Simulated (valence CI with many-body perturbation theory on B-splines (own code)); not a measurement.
Cs⁴⁹⁺: calculated level list

Method: configuration interaction combined with many-body perturbation theory (CI+MBPT): four valence electrons over a frozen Dirac-Fock core [He], radial functions for each j: 11 s, 11 p, 9 d, 7 f, 5 g, 2 h, 1 i, with the one-electron correlation potential Σ1, the two-electron term Σ2, the three-electron term Σ3, Breit, model QED; selected CI, second order for the rest (own B-spline code, finite nucleus).

The last digits are not significant, and no measured levels were compared; by estimate large intervals hold to a few tenths of a per cent, small ones and those within an open d or f shell to about a per cent. Among the levels kept, up to 280 cm⁻¹ of a level comes from second order outside the variational space, and about a tenth of that is noise between levels of different J, which matters for small intervals.

Levels 1 to 45 of 116, with energies above the lowest level, (2s^2 2p1/2^2) J=0. "Leading %" is the weight of the configuration and term that name the level; weights of strongly mixed levels are sums over their largest components and can fall short. In the jj column 3d3/2^4 stands for four electrons in 3d with j = 3/2.

| No. | Configuration | Term | J | E (eV) | Leading % | g | Leading jj |
| --- | --- | --- | --- | --- | --- | --- | --- |
| 1 | 2s2.2p2 | 3P | 0 | 0.0 | 70 |  | 2s^2 2p1/2^2 (100 %) |
| 2 | 2s2.2p2 | 3P | 1 | 361.7 | 100 | 1.483 | 2s^2 2p1/2 2p3/2 (100 %) |
| 3 | 2s2.2p2 | 1D | 2 | 377.6 | 63 | 1.164 | 2s^2 2p1/2 2p3/2 (100 %) |
| 4 | 2s.2p3 | 3P° | 2 | 552.7 | 45 | 1.565 | 2s 2p1/2^2 2p3/2 (98 %) |
| 5 | 2s.2p3 | 3D° | 1 | 614.7 | 36 | 1.085 | 2s 2p1/2^2 2p3/2 (99 %) |
| 6 | 2s2.2p2 | 3P | 2 | 752.2 | 62 | 1.296 | 2s^2 2p3/2^2 (99 %) |
| 7 | 2s2.2p2 | 1S | 0 | 793.8 | 70 |  | 2s^2 2p3/2^2 (99 %) |
| 8 | 2s.2p3 | 3D° | 2 | 897.6 | 48 | 1.544 | 2s 2p1/2 2p3/2^2 (98 %) |
| 9 | 2s.2p3 | 3D° | 3 | 933.1 | 100 | 1.313 | 2s 2p1/2 2p3/2^2 (100 %) |
| 10 | 2s.2p3 | 3P° | 0 | 971.4 | 100 |  | 2s 2p1/2 2p3/2^2 (100 %) |
| 11 | 2s.2p3 | 3S° | 1 | 986.6 | 45 | 1.295 | 2s 2p1/2 2p3/2^2 (99 %) |
| 12 | 2s.2p3 | 1D° | 2 | 996.8 | 72 | 1.071 | 2s 2p1/2 2p3/2^2 (98 %) |
| 13 | 2s.2p3 | 3P° | 1 | 1000.2 | 54 | 1.348 | 2s 2p1/2 2p3/2^2 (99 %) |
| 14 | 2p4 | 3P | 2 | 1201.9 | 69 | 1.331 | 2p1/2^2 2p3/2^2 (99 %) |
| 15 | 2p4 | 1S | 0 | 1247.0 | 61 |  | 2p1/2^2 2p3/2^2 (98 %) |
| 16 | 2s.2p3 | 3P° | 2 | 1333.2 | 52 | 1.409 | 2s 2p3/2^3 (98 %) |
| 17 | 2s.2p3 | 1P° | 1 | 1391.7 | 41 | 1.197 | 2s 2p3/2^3 (99 %) |
| 18 | 2p4 | 3P | 1 | 1573.3 | 100 | 1.483 | 2p1/2 2p3/2^3 (100 %) |
| 19 | 2p4 | 1D | 2 | 1589.8 | 70 | 1.129 | 2p1/2 2p3/2^3 (100 %) |
| 20 | 2p4 | 3P | 0 | 1984.0 | 62 |  | 2p3/2^4 (99 %) |
| 21 | 2s2.2p.3s | 3P° | 0 | 5253.1 | 99 |  | 2s^2 2p1/2 3s (99 %) |
| 22 | 2s2.2p.3s | 3P° | 1 | 5255.9 | 67 | 1.321 | 2s^2 2p1/2 3s (99 %) |
| 23 | 2s2.2p.3p | 3D | 1 | 5311.0 | 73 | 0.652 | 2s^2 2p1/2 3p1/2 (99 %) |
| 24 | 2s2.2p.3p | 3P | 0 | 5341.4 | 69 |  | 2s^2 2p1/2 3p1/2 (98 %) |
| 25 | 2s.2p2.3s | 5P | 1 | 5414.7 | 29 | 1.835 | 2s 2p1/2^2 3s (61 %) |
| 26 | 2s2.2p.3p | 3D | 2 | 5434.4 | 54 | 1.158 | 2s^2 2p1/2 3p3/2 (99 %) |
| 27 | 2s2.2p.3p | 3P | 1 | 5444.6 | 29 | 1.740 | 2s^2 2p1/2 3p3/2 (62 %) |
| 28 | 2s.2p2.3s | 3P | 0 | 5450.5 | 71 |  | 2s 2p1/2^2 3s (97 %) |
| 29 | 2s2.2p.3d | 3F° | 2 | 5481.4 | 74 | 0.752 | 2s^2 2p1/2 3d3/2 (100 %) |
| 30 | 2s.2p2.3p | 3P° | 1 | 5484.2 | 26 | 1.296 | 2s 2p1/2^2 3p1/2 (80 %) |
| 31 | 2s.2p2.3p | 5D° | 0 | 5487.6 | 48 |  | 2s 2p1/2^2 3p1/2 (98 %) |
| 32 | 2s2.2p.3d | 3D° | 1 | 5505.4 | 42 | 0.950 | 2s^2 2p1/2 3d3/2 (80 %) |
| 33 | 2s2.2p.3d | 3P° | 2 | 5522.4 | 46 | 1.282 | 2s^2 2p1/2 3d5/2 (98 %) |
| 34 | 2s2.2p.3d | 3F° | 3 | 5525.4 | 48 | 1.104 | 2s^2 2p1/2 3d5/2 (99 %) |
| 35 | 2s.2p2.3p | 3P° | 2 | 5606.9 | 31 | 1.536 | 2s 2p1/2^2 3p3/2 (96 %) |
| 36 | 2s.2p2.3p | 3D° | 1 | 5611.4 | 35 | 1.106 | 2s 2p1/2^2 3p3/2 (97 %) |
| 37 | 2s2.2p.3s | 3P° | 2 | 5640.4 | 98 | 1.483 | 2s^2 2p3/2 3s (98 %) |
| 38 | 2s2.2p.3s | 1P° | 1 | 5646.4 | 66 | 1.140 | 2s^2 2p3/2 3s (98 %) |
| 39 | 2s.2p2.3d | 5F | 1 | 5653.4 | 42 | 0.438 | 2s 2p1/2^2 3d3/2 (98 %) |
| 40 | 2s.2p2.3d | 3D | 2 | 5658.0 | 30 | 1.159 | 2s 2p1/2^2 3d3/2 (94 %) |
| 41 | 2s.2p2.3d | 3D | 3 | 5692.4 | 33 | 1.357 | 2s 2p1/2^2 3d5/2 (98 %) |
| 42 | 2s.2p2.3d | 3F | 2 | 5707.1 | 30 | 1.009 | 2s 2p1/2^2 3d5/2 (90 %) |
| 43 | 2s2.2p.3p | 3P | 1 | 5709.3 | 51 | 1.453 | 2s^2 2p3/2 3p1/2 (96 %) |
| 44 | 2s2.2p.3p | 3D | 2 | 5712.0 | 42 | 1.166 | 2s^2 2p3/2 3p1/2 (93 %) |
| 45 | 2s.2p2.3s | 5P | 2 | 5760.6 | 85 | 1.744 | 2s 2p1/2 2p3/2 3s (98 %) |

The ionisation energy to 2s2.2p 2P°_1/2 of the next ion comes out as 9351.5 eV (NIST: 9350 ± 4 eV (theoretical)). All 116 levels together are meant to be complete up to 6114.6 eV.
